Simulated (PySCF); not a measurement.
# `CS(=O)(=O)[N-]S(C)(=O)=O`: 4 charge schemes on one density

Compound: C₂H₆NO₄S₂ (charge -1).
Z-matrix (Å and degrees, GFN2-xTB geometry), rows numbered from 1:
```
C 
S   1  1.8215
O   2  1.4508  1  105.89
O   2  1.4548  1  106.91  3  -121.78
N   2  1.5867  1  106.56  3   116.31
S   5  1.5865  2  113.55  1    75.19
C   6  1.8213  5  106.58  2    75.23
O   6  1.4508  5  109.27  2  -170.77
O   6  1.4547  5  113.70  2   -42.30
H   1  1.0817  2  105.58  3  -172.20
H   1  1.0821  2  108.21  3    67.48
H   1  1.0814  2  106.88  3   -52.94
H   7  1.0816  6  105.67  5   -55.92
H   7  1.0819  6  108.21  5  -176.25
H   7  1.0812  6  106.86  5    63.38
```

Density: PBE0/pcSseg-1 (PySCF); schemes: Mulliken, IAO, Hirshfeld and ESP-fitted. One conformer (not necessarily the lowest) at the GFN2-xTB geometry, without solvent, vibrations or thermal averaging. The pcSseg-1 basis has no diffuse functions, a weakness for an anion.

**Question.** Give the atomic charges in each scheme.

**Answer.** In e:

| atom | environment | Mulliken | IAO | Hirshfeld | ESP-fitted |
| --- | --- | --- | --- | --- | --- |
| C1 | S-methyl carbon | -0.367 | -0.651 | -0.158 | -0.714 |
| S2 | sulfonyl sulfur | +1.012 | +2.100 | +0.478 | +1.328 |
| O3 | sulfonyl oxygen | -0.596 | -0.944 | -0.395 | -0.646 |
| O4 | sulfonyl oxygen | -0.608 | -0.951 | -0.359 | -0.663 |
| N5 | nitrogen bonded to 2 S | -0.683 | -1.085 | -0.334 | -0.801 |
| S6 | sulfonyl sulfur | +1.012 | +2.100 | +0.478 | +1.306 |
| C7 | S-methyl carbon | -0.367 | -0.651 | -0.158 | -0.723 |
| O8 | sulfonyl oxygen | -0.596 | -0.944 | -0.395 | -0.640 |
| O9 | sulfonyl oxygen | -0.608 | -0.951 | -0.358 | -0.658 |
| H10 | methyl hydrogen | +0.163 | +0.183 | +0.025 | +0.230 |
| H11 | methyl hydrogen | +0.116 | +0.150 | +0.038 | +0.182 |
| H12 | methyl hydrogen | +0.121 | +0.155 | +0.037 | +0.188 |
| H13 | methyl hydrogen | +0.163 | +0.183 | +0.025 | +0.233 |
| H14 | methyl hydrogen | +0.116 | +0.150 | +0.038 | +0.186 |
| H15 | methyl hydrogen | +0.121 | +0.155 | +0.037 | +0.192 |

Mean size of the charges over all atoms: IAO 0.757 e, ESP-fitted 0.579 e, Mulliken 0.443 e, Hirshfeld 0.221 e. Each set sums to the total charge, -1, to within 0.001 e. The ESP scheme is a least-squares fit of atom-centred charges to the potential on four shells outside the van der Waals surface, with the total charge fixed.

Lowest charge. The schemes don't all agree: Mulliken N5 (-0.683); IAO N5 (-1.085); Hirshfeld O3 and O8 (-0.395); ESP-fitted N5 (-0.801).

Highest charge. All schemes pick atoms of one kind: Mulliken S2 and S6 (+1.012); IAO S2 and S6 (+2.100); Hirshfeld S2 and S6 (+0.478); ESP-fitted S2 (+1.328).

**Question.** How many electrons does the IAO scheme count on C1?

**Answer.** Z − q = 6 − (-0.651) = 6.651.

**Question.** How closely do the schemes follow one another over all atoms?

**Answer.** Correlation coefficient and root-mean-square difference: Mulliken with IAO 0.99, 0.460 e; Mulliken with Hirshfeld 0.99, 0.265 e; Mulliken with ESP-fitted 0.99, 0.180 e; IAO with ESP-fitted 0.98, 0.334 e; IAO with Hirshfeld 0.98, 0.718 e; Hirshfeld with ESP-fitted 0.96, 0.427 e.
